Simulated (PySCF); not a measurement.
## Finite-field polarisability of N (nitrogen, neutral)

[He] 2s2 2p3, high-spin 4S determinant. All numbers are calculated (PySCF 2.14, the spin-free X2C one-electron Hamiltonian (Gaussian nucleus), in aug-cc-pCVTZ-DK (7s6p4d2f, 59 functions)). Frozen: 1s2. Energy changes in a uniform field (μhartree):

```csv
axis,F (au),HF,MP2,CCSD,CCSD(T)
x,0.0053,-100.004,-100.078,-100.657,-101.314
x,0.0106,-400.175,-400.529,-402.846,-405.482
```

(1) Derive α along x at CCSD(T) from the two fields.

(2) And the mean polarisability at each level?

Results:

(1) With ΔE = −αF²/2 − γF⁴/24, α = −(16 ΔE(F) − ΔE(2F))/(6F²) = 7.212 bohr³.

(2) HF 7.119, MP2 7.124, CCSD 7.165, CCSD(T) 7.212 bohr³. Reference: 7.4 ± 0.2 bohr³ (recommended; Schwerdtfeger and Nagle, table of static dipole polarizabilities (2023 update)).
